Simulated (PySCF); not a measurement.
# Molecular orbitals of CdPb

ωB97X at R = 2.913 Å; basis Cd def2-SVP with ECP28, Pb def2-SVP with ECP60; scalar-relativistic core potentials; PySCF 2.14. State: ³Σ⁻ (triplet), unpaired electrons π ↑↑. Only the outer orbitals are listed, counted within each symmetry, core potentials removing the inner ones.

```csv
spin,orbital,occ.,ε (eV),on Cd (%),main shells (%)
α,7σ,1,-15.90,19,"81 Pb s, 13 Cd d"
α,8σ,1,-9.10,81,"81 Cd s, 14 Pb p"
α,5π,1,-6.32,7,92 Pb p
α,5π,1,-6.32,7,92 Pb p
α,9σ,0,-1.00,45,"54 Pb p, 33 Cd p, 12 Cd s"
α,6π,0,1.00,93,93 Cd p
α,6π,0,1.00,93,93 Cd p
β,7σ,1,-14.60,11,89 Pb s
β,8σ,1,-8.98,82,"82 Cd s, 12 Pb p"
β,9σ,0,-0.97,45,"55 Pb p, 34 Cd p, 10 Cd s"
β,5π,0,-0.82,28,"72 Pb p, 28 Cd p"
β,5π,0,-0.82,28,"72 Pb p, 28 Cd p"
```

Problem. Which are the highest filled and the lowest empty level, where do they sit, and how wide is the gap?

Solution. Highest filled α 5π at -6.32 eV (in %: 92 Pb p); lowest empty α 9σ at -1.00 eV (in %: 54 Pb p, 33 Cd p, 12 Cd s); the gap at ωB97X is 5.32 eV.

```json
{
 "bond order (Mayer)": "0.79",
 "⟨S²⟩": "2.002",
 "charge on Cd (Mulliken, basis-dependent)": "0.11",
 "charge on Cd (Löwdin, basis-dependent)": "0.09",
 "dipole moment (positive dipole means Cd(−)Pb(+))": "-1.68 D"
}
```

Spin–orbit coupling is left out, which matters for elements this heavy, above all for dissociation energies. The state is the lowest determinant that a PBE0 search found; another state may lie lower at other levels.
